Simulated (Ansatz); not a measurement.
CH2F2O2Si, SMILES F[SiH](F)C(O)=O.

The structure is a stationary point at B3LYP-D3(BJ)/def2-SVP. The structure was generated by enumeration, and PubChem lists no compound with its InChIKey, so it may never have been made. Other conformers were not sampled.

Two levels are set side by side: PBE/def2-SVPD (Ansatz, an electronic-structure program) and PBE0/def2-SVPD (Ansatz). Energy differences of separate SCF runs at the same geometry; the states with an electron removed or added have multiplicity 2 and 2. Differences are taken from unrounded values.

| quantity | PBE0 |
|---|---|
| vertical ionisation energy (eV) | 10.93 |
| vertical singlet–triplet gap (eV) | 4.13 |

Problem. What does PBE give, and how far is it from PBE0? (Estimate from the structure and the level; the computed values follow.)

Solution. 
```json
[
 {"quantity": "vertical ionisation energy (eV)", "PBE": "10.59", "PBE minus PBE0": "-0.33"},
 {"quantity": "vertical singlet–triplet gap (eV)", "PBE": "4.10", "PBE minus PBE0": "-0.03"}
]
```
